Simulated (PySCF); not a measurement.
A GIAO shielding run with PySCF 2.14 (density fitting, non-relativistic, gas phase) on SMILES ClC[C@@]12CC=C[C@@H]1C2, C$_{7}$H$_{9}$Cl:

```
$ OMP_NUM_THREADS=1 python probes_run.py task.json out

{"job": {"kind": "nmr", "xc": "PBE0", "basis": "pcSseg-1"}, "charge": 0, "multiplicity": 1}
Cl    -2.441066     1.559051    -1.283012
C     -1.785351     0.750386     0.181503
C     -0.455713     0.133085    -0.114059
C      0.733410     1.053173    -0.352625
C      1.887055     0.306934     0.254511
C      1.513225    -0.830530     0.825511
C      0.064658    -1.072464     0.647640
C     -0.381448    -1.205232    -0.785538
H     -2.521203     0.002308     0.475544
H     -1.712998     1.522594     0.948351
H      0.592053     2.020638     0.137035
H      0.893238     1.245626    -1.415501
H      2.888870     0.697820     0.212451
H      2.149801    -1.522575     1.348298
H     -0.495803    -1.567463     1.426718
H     -1.309738    -1.722668    -0.975495
H      0.374014    -1.358654    -1.541244
```

Hardware: 1 thread of an Intel Xeon, shared host. The job also computes population analyses, field gradients, ring-centre shieldings.

**Question.** How large is the calculation?

**Answer.** 68 electrons, 188 basis functions and 992 auxiliary functions.

**Question.** How long does it take, and how much memory does it need?

**Answer.** 75 s of wall time, with 13 SCF cycles and 5 response iterations; peak memory 0.85 GiB. Times on a shared host scatter by some tens of per cent.
